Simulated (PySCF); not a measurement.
Gas-phase reaction: 2 GeH3Cl + GeH2 = GeH2Cl2 + 2 GeH3

Energies from PySCF, thermal terms from the rigid-rotor harmonic-oscillator model, ideal gas at 1 bar. † marks an energy on the PBE0/def2-TZVP geometry and frequencies; other levels use their own. MP2 and CCSD(T) freeze the core. 6-31G* has spherical d functions here. Open shells (unrestricted): GeH3 (multiplicity 2); the rest are closed-shell singlets. B3LYP is the form with VWN-RPA correlation. Ge: all electrons, no relativistic terms. GeH2, GeH3: computed as isolated molecules; such fragments, hydroxides, amides, oligomers or adducts are transient or little studied in the gas. MP2 isn't extrapolated to the basis-set limit; its ΔH°(298 K) is 73.8 kJ in def2-SVP and 85.2 kJ in def2-TZVPP. CCSD(T) isn't extrapolated to the basis-set limit; its ΔH°(298 K) is 88.4 kJ in def2-SVP and 96.1 kJ in def2-TZVPP. The harmonic model lacks anharmonicity and excited electronic states, which grow with temperature; levels with a mode under 35 cm⁻¹ are left out.

```tsv
level	ΔE electronic, kJ	ΔH°(298 K), kJ	ΔS°(298 K), J/K	ΔG°(600 K), kJ
B3LYP/6-31G*	109	107	12	99
CCSD(T)/def2-TZVPP†	98	96	12	88
HF/6-31G*	55	53	11	45
HF/def2-TZVP†	49	47	12	39
MP2/def2-SVP†	75	74	12	66
MP2/def2-TZVPP†	87	85	12	77
PBE0/def2-SVP†	85	83	12	75
PBE0/def2-TZVP	87	86	12	78
r2SCAN/def2-TZVP†	71	70	12	62
ωB97X-V/def2-TZVP†	108	106	12	98
```
ΔH° is lowest at HF/def2-TZVP† and highest at B3LYP/6-31G*. No reference value is set beside these.
